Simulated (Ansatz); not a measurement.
`CO[SiH](F)O[SiH2]F` and `B[SiH](F)OC` differ in one atom or group.

Ansatz, PBE0-D4/def2-TZVP geometries, multiplicity 1. Each molecule was computed in one conformer, which needn't be the lowest.

```
                                          property  `CO[SiH](F)O[SiH2]F`
               LUMO energy (B3LYP/def2-TZVPP) / eV                  0.24
             LUMO energy (ωB97M-V/def2-TZVPP) / eV                  2.17
size of the dipole moment (ωB97M-V/def2-TZVPP) / D                  1.57
  size of the dipole moment (B3LYP/def2-TZVPP) / D                  1.58
                 LUMO energy (PBE/def2-TZVPP) / eV                 -0.40
               HOMO energy (B3LYP/def2-TZVPP) / eV                 -8.58
```

**Question.** Give the same properties after the change, and the shifts. (Estimate.)

**Answer.** Computed: 
| property | `B[SiH](F)OC` | shift |
| --- | --- | --- |
| LUMO energy (B3LYP/def2-TZVPP) / eV | -2.79 | -3.03 |
| LUMO energy (ωB97M-V/def2-TZVPP) / eV | -0.59 | -2.76 |
| size of the dipole moment (ωB97M-V/def2-TZVPP) / D | 1.47 | -0.10 |
| size of the dipole moment (B3LYP/def2-TZVPP) / D | 1.49 | -0.09 |
| LUMO energy (PBE/def2-TZVPP) / eV | -3.63 | -3.23 |
| HOMO energy (B3LYP/def2-TZVPP) / eV | -8.14 | 0.44 |

With PBE0 the HOMO rises by 0.49 eV and the LUMO falls by 3.08 eV, so the gap narrows by about 3.57 eV. PBE moves the HOMO by 0.24 eV and ωB97M-V by 0.72 eV. Dipoles are sizes alone; their direction can turn.

B3LYP here is the variant with VWN-RPA as its local correlation; programs differ in this.
